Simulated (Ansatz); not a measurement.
One geometry of [GeH5]- (GeH₅⁻), several levels of theory.

```yaml
crystal:
  periodic: [false, false, false]
  atoms:
    - {symbol: Ge, position_ang: [-0.000019, -0.000023, -0.000082]}
    - {symbol: H, position_ang: [-0.020700, -0.008181, 1.726615]}
    - {symbol: H, position_ang: [0.020675, 0.008784, -1.726698]}
    - {symbol: H, position_ang: [1.583489, 0.011943, 0.018767]}
    - {symbol: H, position_ang: [-0.802660, 1.365267, -0.002257]}
    - {symbol: H, position_ang: [-0.780775, -1.377799, -0.016344]}
basis:
  gaussian: {orbitals: def2-TZVPD, initial_orbitals: start.molden}
total_charge: -1
hamiltonian: {xc: {name: r2SCANh}, dispersion: d4}
scf: {omitted_lower_state_checks: [starts]}
output: {orbitals: {seedname: orbitals}}
```

The file start.molden holds the orbitals of an earlier run on this structure, at another level or in another basis.

```sh
$ ansatz run in.yaml --threads 4 --pin off --events-out ev --progress --plain --max-ram 3916MiB
```

It prints (some lines left out):

```
Functional definition: r2SCANh
661 factors; their error is unknown
mean field evaluation 1: about -56597.3182 eV, gradient 4.5e0 eV
mean field evaluation 2: about -56597.3287 eV, gradient 1.8e-2 eV
mean field evaluation 4: about -56597.4187 eV, gradient 1.8e-5 eV
mean field -56597.41866107 eV, -2079.9167726862 hartree, gradient 6.8e-5 eV, S^2 0.000000; 0 other end points of the search recorded, 0 dependent functions left out
reference -56597.41867267 eV, -2079.9167731122 hartree; 19, 19 occupied and 80, 80 virtual orbitals, 661 factors
Total energy: -56597.44409659 eV, -2079.9177074241 hartree
Checks for a lower state left out: starts
```

It took 1.1 s on 4 threads of Arm Neoverse V1 on a shared host.

The first input with `hamiltonian: {xc: hf}` (abridged; 0.25 s):

```
Functional definition: HF
mean field -56550.15152779 eV, -2078.1797375768 hartree, gradient 8.2e-6 eV, S^2 0.000000
Total energy: -56550.15152779 eV, -2078.1797375768 hartree
Checks for a lower state left out: starts
```

The first input with `hamiltonian: {xc: pbe, dispersion: d4}`, `output: {forces: true, orbitals: {seedname: orbitals}}` (abridged; 0.55 s):

```
Functional definition: PBE
mean field -56589.03997250 eV, -2079.6088615605 hartree, gradient 1.3e-5 eV, S^2 0.000000
Total energy: -56589.14353606 eV, -2079.6126674512 hartree
Atom 0 force    -0.000326     0.000624     0.000946 eV/Å
Atom 1 force    -0.000972    -0.002085     0.120609 eV/Å
Atom 2 force     0.000756     0.000900    -0.120590 eV/Å
Atom 3 force     0.186035     0.001598     0.002709 eV/Å
Atom 4 force    -0.094022     0.160013    -0.002152 eV/Å
Atom 5 force    -0.091471    -0.161050    -0.001523 eV/Å
Dipole moment:     0.000011    -0.000173    -0.000215 e Å
Checks for a lower state left out: starts
```

First input, but with `gaussian: {orbitals: "def2-TZVPPD.json", initial_orbitals: start.molden}`, `correlation: {method: ccsd_t}` and without the key `hamiltonian` (abridged; 7 s):

```
Functional definition: HF
mean field -56550.16498155 eV, -2078.1802319936 hartree, gradient 2.8e-6 eV, S^2 0.000000
9 core orbitals not correlated: weight in the atoms' cores, before any rotation towards them, 1.000 or more for the frozen orbitals, at most 0.000 for the correlated occupied ones
second order -8.66770951 eV of doubles, -0.00000000 eV of singles
cycle   1  -8.99709572 eV  change   -3.3e-1 eV  update   7.9e-2
cycle   2  -9.38486529 eV  change   -3.9e-1 eV  update   2.5e-2
cycle   3  -9.41314832 eV  change   -2.8e-2 eV  update   1.0e-2
cycle   4  -9.41097458 eV  change    2.2e-3 eV  update   2.7e-3
cycle   5  -9.41058111 eV  change    3.9e-4 eV  update   8.5e-4
cycle   6  -9.41029908 eV  change    2.8e-4 eV  update   3.4e-4
cycle   7  -9.41034095 eV  change   -4.2e-5 eV  update   1.6e-4
cycle   8  -9.41039581 eV  change   -5.5e-5 eV  update   8.5e-5
cycle   9  -9.41038671 eV  change    9.1e-6 eV  update   3.0e-5
cycle  10  -9.41037790 eV  change    8.8e-6 eV  update   9.1e-6
perturbative correction -0.28482352 eV, -0.0104670712 hartree
Total energy: -56559.86018297 eV, -2078.5365240740 hartree
Checks for a lower state left out: starts
```

The first input with `hamiltonian: {xc: {name: B97M-V}}` (abridged; 1.9 s):

```
Functional definition: B97M-V
mean field -56587.83668276 eV, -2079.5646414782 hartree, gradient 1.0e-5 eV, S^2 0.000000
Total energy: -56587.83674350 eV, -2079.5646437101 hartree
Checks for a lower state left out: starts
```

As the first input, with `hamiltonian: {xc: {name: LC-wPBE}}` (abridged; 0.65 s):

```
Functional definition: LC-wPBE
mean field -56590.78632828 eV, -2079.6730389518 hartree, gradient 1.9e-5 eV, S^2 0.000000
Total energy: -56590.78632829 eV, -2079.6730389521 hartree
Checks for a lower state left out: starts
```

As the first input, with `hamiltonian: {xc: {name: B3LYP}, dispersion: d4}` (abridged; 0.6 s):

```
Functional definition: B3LYP
mean field -56599.64719138 eV, -2079.9986696644 hartree, gradient 2.9e-5 eV, S^2 0.000000
Total energy: -56599.81390763 eV, -2080.0047963737 hartree
Checks for a lower state left out: starts
```

Geometry: PBE0-D4/def2-TZVPD.

LC-ωPBE has ω = 0.4 bohr⁻¹. B3LYP takes the VWN-RPA correlation. Correlated methods freeze 9 core orbitals; core or outer-core shells of Ge are correlated, in sets that lack core-valence functions. At r2SCANh-D4/def2-TZVPD, PBE-D4/def2-TZVPD, B97M-V/def2-TZVPD, B3LYP-D4/def2-TZVPD the highest occupied level of the charge -1 singlet lies above zero (up to 1.20 eV). By energy differences its removal costs 1.68 eV (vertical, to the charge 0 doublet, at PBE-D4/def2-TZVPD); a positive level beside a positive removal energy at the same level points to self-interaction error.
